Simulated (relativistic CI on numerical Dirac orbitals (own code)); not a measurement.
# Quantum defects of the ns series of Sr⁺

Problem. The ns 2S levels with J = 1/2 of Sr⁺ lie at 5s: 0.0, 6s: 47736.5 cm⁻¹ (NIST Handbook of Basic Atomic Spectroscopic Data (Sansonetti and Martin, J. Phys. Chem. Ref. Data 34, 1559 (2005))), and the ionisation limit at 88965.2 cm⁻¹ (NIST ASD). Find the quantum defects and predict 7s.

Working.
1. The outer electron sees the charge z = 2; R = 109736.63 cm⁻¹ for this mass. The binding energy T = limit − E defines n* = z√(R/T).
2. Values: 5s: T = 88965.2, n* = 2.2212, δ = n − n* = 2.7788; 6s: T = 41228.7, n* = 3.2629, δ = n − n* = 2.7371.
3. With δ held at 2.7371: E(7s) = limit − Rz²/(7 − δ)² = 64810.7 cm⁻¹.
4. The Ritz form δ = δ₀ + a/n*² through the last two members has a = 0.3832 and δ₀ = 2.7011, so with n* ≈ 7 − 2.7371, δ(7) = 2.7222 and E = 64978.7 cm⁻¹.

Check. The measured level is 64964.1 cm⁻¹ (δ = 2.7235), so the two predictions miss by -153.4 and 14.6 cm⁻¹. A relativistic CI calculation tied to the same limit puts it at 65075 cm⁻¹. The defect is large because this electron penetrates the core.
